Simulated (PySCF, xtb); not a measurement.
C₅H₇Cl, SMILES CC(C)=C=CCl.

Harmonic wavenumbers (cm⁻¹) from xtb with GFN2-xTB at its own minimum, in rising order: 103, 104, 111, 152, 232, 319, 381, 465, 526, 697, 739, 811, 971, 975, 1030, 1065, 1158, 1212, 1388, 1398, 1405, 1470, 1470, 1480, 1489, 2059, 3003, 3006, 3015, 3020, 3057, 3058, 3064.

Task: What does PBE-D3(BJ)/def2-SVP run with PySCF give at its own minimum? (Estimate from the structure and the level; the computed values follow.)

Result: 106, 108, 150, 186, 248, 316, 388, 503, 563, 713, 739, 779, 923, 931, 994, 1037, 1167, 1194, 1325, 1336, 1347, 1391, 1393, 1409, 1437, 2011, 2957, 2960, 3029, 3030, 3092, 3092, 3113. Paired by order, the mean absolute difference is 35 cm⁻¹ and the zero-point energies are 63.5 and 62.9 kcal/mol.
